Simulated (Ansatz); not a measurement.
Ansatz (a program for electronic structure) input (B3LYP/STO-3G):

Ansatz 0.2 input:
```yaml
crystal:
  periodic: [false, false, false]
  atoms:
    - {symbol: C, position_ang: [-2.28603500, 0.56971400, -0.23887800]}
    - {symbol: Si, position_ang: [-0.84880800, -0.63947700, -0.34701300]}
    - {symbol: B, position_ang: [0.97053700, 0.03889800, 0.16688800]}
    - {symbol: O, position_ang: [1.20571300, 1.37932100, 0.06192000]}
    - {symbol: O, position_ang: [2.01394400, -0.76450000, 0.55573300]}
    - {symbol: H, position_ang: [-2.56785500, 0.74408600, 0.80301600]}
    - {symbol: H, position_ang: [-3.16419400, 0.19598300, -0.76724500]}
    - {symbol: H, position_ang: [-2.00031400, 1.52740700, -0.67554500]}
    - {symbol: H, position_ang: [-1.19130200, -1.96372300, 0.24500900]}
    - {symbol: H, position_ang: [2.11624800, 1.61552400, 0.28414000]}
    - {symbol: H, position_ang: [1.79699500, -1.69795100, 0.62641800]}
basis:
  gaussian:
    orbitals: STO-3G
hamiltonian:
  xc: {name: B3LYP}
magnetization: {spin_polarized: true, initial_magnetization: 1}
output: {forces: true}
```

Output:

```
Functional definition: B3LYP
integrals: 0.01 GiB planned
461 factors; integrals over basis functions are off by at most 5.8e-5 eV
mean field: 0.18 GiB planned
mean field evaluation 1: about -13612.6421 eV, gradient 1.5e1 eV
mean field evaluation 2: about -13612.5319 eV, gradient 1.7e1 eV
mean field evaluation 4: about -13614.1125 eV, gradient 6.8e-1 eV
mean field evaluation 8: about -13614.0702 eV, gradient 2.6e-2 eV
mean field -13614.07018164 eV, -500.3078512269 hartree, gradient 2.2e-5 eV, S^2 0.751681; 0 other end points of the search recorded, 0 dependent functions left out
the calculation of the forces begins
reference -13614.07038780 eV, -500.3078588032 hartree; 24, 23 occupied and 11, 12 virtual orbitals, 461 factors
Total energy: -13614.07038780 eV, -500.3078588032 hartree
Atom 0 at    -2.286035     0.569714    -0.238878 Å, force     0.327691    -0.319024     0.295478 eV/Å
Atom 1 at    -0.848808    -0.639477    -0.347013 Å, force     0.852839    -0.553988    -0.162521 eV/Å
Atom 2 at     0.970537     0.038898     0.166888 Å, force    -1.273351    -0.803346    -0.039155 eV/Å
Atom 3 at     1.205713     1.379321     0.061920 Å, force    -2.897051    -0.153344    -0.835323 eV/Å
Atom 4 at     2.013944    -0.764500     0.555733 Å, force     1.461365     3.071870    -0.041327 eV/Å
Atom 5 at    -2.567855     0.744086     0.803016 Å, force    -0.199678     0.147599     0.206990 eV/Å
Atom 6 at    -3.164194     0.195983    -0.767245 Å, force    -0.256662    -0.040889    -0.121424 eV/Å
Atom 7 at    -2.000314     1.527407    -0.675545 Å, force    -0.014411     0.252210    -0.093752 eV/Å
Atom 8 at    -1.191302    -1.963723     0.245009 Å, force     0.096644     0.833576    -0.092762 eV/Å
Atom 9 at     2.116248     1.615524     0.284140 Å, force     2.899348     0.454315     0.759460 eV/Å
Atom 10 at     1.796995    -1.697951     0.626418 Å, force    -0.996734    -2.888979     0.124337 eV/Å
Dipole moment:     0.230729    -0.192607     0.028013 e Å
```

The geometry given is a B3LYP-D3(BJ)/def2-TZVP minimum.
